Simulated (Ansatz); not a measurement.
`CCCCCCCCCC` with charge +1, relaxed as a doublet with UKS PBE-D4/def2-SVP in Ansatz, starting from the PBE-D4/def2-SVP geometry of the neutral singlet. Force threshold 0.03 eV/Å.

Start:

```xyz
32

C     5.227   -1.127   -0.559
C     3.886   -0.709    0.045
C     2.758   -0.598   -0.986
C     1.411   -0.176   -0.393
C     0.287   -0.080   -1.431
C    -1.058    0.415   -0.884
C    -1.711   -0.519    0.144
C    -3.128   -0.110    0.570
C    -3.219    1.224    1.320
C    -4.636    1.556    1.788
H     5.154   -2.117   -1.056
H     6.022   -1.199    0.211
H     5.569   -0.400   -1.325
H     3.998    0.268    0.567
H     3.587   -1.435    0.834
H     2.640   -1.576   -1.508
H     3.054    0.126   -1.779
H     1.128   -0.896    0.407
H     1.524    0.808    0.117
H     0.146   -1.077   -1.908
H     0.616    0.599   -2.249
H    -0.917    1.425   -0.440
H    -1.763    0.555   -1.734
H    -1.069   -0.591    1.051
H    -1.745   -1.547   -0.282
H    -3.556   -0.911    1.214
H    -3.784   -0.068   -0.330
H    -2.531    1.195    2.195
H    -2.843    2.046    0.672
H    -5.029    0.775    2.473
H    -4.677    2.525    2.327
H    -5.339    1.621    0.931
```

Task: Estimate the energy that the relaxation releases and the steps that it takes.

Result: 5.7 kcal/mol, in 13 steps; 87 s on 4 threads of Arm Neoverse V1 on a shared host. The force fell under the threshold at step 11, but the optimiser went on. No frequencies were taken in this run, so the end may be a saddle point.

Task: Does the start keep its bonding and symmetry?

Result: By distances, no bond broke or formed. The bond that changes most is C2–C3, from 1.53 to 1.58 Å (atoms count from 1).

Task: Predict the relaxed structure.

Result: 
```xyz
32

C     5.142   -1.275   -0.696
C     3.886   -0.815    0.032
C     2.759   -0.528   -1.041
C     1.493   -0.099   -0.309
C     0.341    0.084   -1.360
C    -0.944    0.521   -0.640
C    -1.617   -0.488    0.276
C    -3.080   -0.191    0.677
C    -3.353    1.245    1.102
C    -4.749    1.479    1.656
H     5.001   -2.222   -1.254
H     5.917   -1.472    0.088
H     5.550   -0.507   -1.382
H     4.060    0.116    0.608
H     3.520   -1.588    0.737
H     2.588   -1.447   -1.638
H     3.126    0.262   -1.728
H     1.157   -0.863    0.425
H     1.660    0.847    0.246
H     0.171   -0.862   -1.913
H     0.664    0.849   -2.094
H    -0.789    1.496   -0.135
H    -1.642    0.712   -1.504
H    -1.039   -0.526    1.232
H    -1.576   -1.498   -0.182
H    -3.401   -0.885    1.486
H    -3.723   -0.473   -0.192
H    -2.597    1.599    1.846
H    -3.157    1.911    0.219
H    -4.927    0.916    2.600
H    -4.907    2.550    1.898
H    -5.531    1.151    0.940
```
Bond lengths: 9 × C–C 1.52 to 1.58 Å; 22 × C–H 1.11 to 1.13 Å.
